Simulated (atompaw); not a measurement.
**Cutoff test, rhenium, PAW (atompaw)**

```
Element                 : rhenium
Generator               : atompaw 4.2.0.5
Type                    : PAW
Functional              : LDA (PW92)
Relativity              : non-relativistic
Frozen core             : [Kr] 4d10
Valence charge          : 29
Reference configuration : 4f14 5s2 5p6 5d5 6s2 6p0
Partial waves           : 5s (bound): rc 2.05 bohr; 6s (bound): rc 2.10 bohr; 5p (bound): rc 1.40 bohr; 6p (bound, empty): rc 2.10 bohr; 5d (bound): rc 2.10 bohr; 5d channel at -0.24 Ry: rc 2.10 bohr; 4f (bound): rc 0.95 bohr; 4f channel at -0.4 Ry: rc 0.95 bohr
Local potential         : troulliermartins scheme with l = 4 at 0 Ry, radius 1.45 bohr
Core correction         : smooth core density matched at 1.30 bohr
Augmentation charge     : sinc compensation charge, radius 1.90 bohr; PAW radius 2.10 bohr; waves and projectors: custom polynom gramschmidtortho
```

The pseudo-atom Hamiltonian at the reference potential is diagonalised in spherical Bessel functions j_l(qr) that vanish at 20 bohr, with q² up to the cutoff. All-electron valence levels (Ry): 5s -5.1344, 6s -0.3738, 5p -3.2622, 6p -0.1169, 5d -0.5171, 4f -3.8499.

**Question.** How do the lowest levels (Ry) of each channel move with the cutoff, and are there ghosts?

**Answer.**

```
cutoff (Ry)     s #1     s #2     p #1     p #2     d #1     f #1    f #2  Σ f·Δε (mRy)
          8  -5.0699  -0.3642  -1.2936  -0.0607  -0.2067   0.1085  0.2265       68926.4
         15  -5.1334  -0.3736  -3.1358  -0.1165  -0.4875   0.1085  0.2264       56323.0
         25  -5.1342  -0.3738  -3.2605  -0.1168  -0.5160   0.1085  0.2264       55431.0
         35  -5.1344  -0.3738  -3.2614  -0.1169  -0.5168   0.1085  0.2263       55421.1
         50  -5.1344  -0.3738  -3.2621  -0.1169  -0.5171   0.1085  0.2262       55415.6
         70  -5.1344  -0.3738  -3.2621  -0.1169  -0.5171  -1.9287  0.1085       26894.7
        100  -5.1344  -0.3738  -3.2622  -0.1169  -0.5171  -3.7140  0.1085        1900.3
        140  -5.1344  -0.3738  -3.2622  -0.1169  -0.5171  -3.8362  0.1085         188.9
        180  -5.1344  -0.3738  -3.2622  -0.1169  -0.5171  -3.8407  0.1085         126.6
        260  -5.1344  -0.3738  -3.2622  -0.1169  -0.5171  -3.8488  0.1085          12.2
        400  -5.1344  -0.3738  -3.2622  -0.1169  -0.5171  -3.8497  0.1085           0.0
```

Result: no extra level below or beside the all-electron valence levels (s, p, d, f tested); 10 mRy is reached at 300 Ry and 1 mRy at over 300 Ry.
